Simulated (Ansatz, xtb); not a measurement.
**H3NOS2W: which of two structures lies lower**

We compare I, a singlet given by its coordinates, with II, a singlet given by its coordinates. Both are isolated molecules in the gas phase, relaxed with PBE0-D4/def2-SVP.

I (Å):

```xyz
8

N    -0.9173    0.9068    0.6597
O     1.1293    0.8605   -1.4325
S    -1.3029   -1.1771   -1.9188
S     1.2651   -1.8863    0.4425
W     0.0562   -0.1689   -0.6099
H    -0.6256    1.8414    0.9363
H    -1.8443    0.6889    1.0175
H     2.2394   -1.0653    0.9052
```

Close contacts (Å): N1–W5 1.93, O2–W5 1.70, S3–W5 2.14, S4–W5 2.35, N1–H6 1.02, N1–H7 1.02, S4–H8 1.36, W5–H6 2.63, W5–H7 2.64.

II (Å):

```xyz
8

N     1.2070   -1.3748    0.3837
O    -0.9594    0.9642    0.9225
S    -1.1436   -1.2083   -1.8036
S     1.4936    1.1769   -1.5513
W     0.2329   -0.2074   -0.4709
H    -0.7618    1.9089    0.9933
H    -1.9204    0.8551    0.8887
H     1.8518   -2.1145    0.6375
```

Close contacts (Å): N1–W5 1.74, O2–W5 2.18, S3–W5 2.16, S4–W5 2.16, N1–H8 1.01, O2–H6 0.97, O2–H7 0.97, W5–H6 2.76, W5–H7 2.76, W5–H8 2.74.

Quicker runs give these differences E(II) − E(I): GFN2-xTB +155.8 kJ/mol; r2SCAN-D4/def2-SVP +179.9 kJ/mol (at GFN2-xTB geometries).

Question: Estimate E(II) − E(I) at the level CCSD(T)/def2-SVP + ΔMP2/def2-TZVPP.

Answer: Calculated at CCSD(T)/def2-SVP + ΔMP2/def2-TZVPP: E(II) − E(I) = +151.1 kJ/mol, so structure I lies lower.

Level by level:

```
                             level          geometry  E(II) − E(I) (kJ/mol)  departure from the last row (kJ/mol)  job, with rough time for the two
                          GFN2-xTB          GFN2-xTB                  +155.8                                  +4.7              optimisation, 0.28 s
                r2SCAN-D4/def2-SVP          GFN2-xTB                  +179.9                                 +28.8               single point, 2.5 s
                  PBE0-D4/def2-SVP  PBE0-D4/def2-SVP                  +158.4                                  +7.2                optimisation, 35 s
                       HF/def2-SVP  PBE0-D4/def2-SVP                  +137.0                                 −14.1           part of the CCSD(T) run
                      MP2/def2-SVP  PBE0-D4/def2-SVP                  +141.9                                  −9.2           part of the CCSD(T) run
                  CCSD(T)/def2-SVP  PBE0-D4/def2-SVP                  +147.1                                  −4.0                      single point
CCSD(T)/def2-SVP + ΔMP2/def2-TZVPP  PBE0-D4/def2-SVP                  +151.1                                                      single point, 32 s
```

None of the levels shown reverses the order. The largest departure from CCSD(T)/def2-SVP + ΔMP2/def2-TZVPP is that of r2SCAN-D4/def2-SVP, 28.8 kJ/mol. The last row adds to CCSD(T) the change of the MP2 difference between the two basis sets, here +4.0 kJ/mol.

With thermal terms from frequencies at re-optimised GFN2-xTB minima (ideal gas, soft modes damped towards free rotors, one conformer each, 298.15 K, 1 atm): the zero-point term adds +5.0 kJ/mol; ΔH is +157.5 and ΔG +152.6 kJ/mol.

The T1 diagnostic of structures I and II is large, so the coupled-cluster value is less sure. The correlated steps freeze 12 core orbitals. Atoms past krypton carry core potentials in the def2 sets and no spin–orbit term is included. Programs: Ansatz 0.2.0, xtb 6.7.1; the last row on 2 threads of Intel(R) Xeon(R) 6975P-C (Granite Rapids) on a shared host.
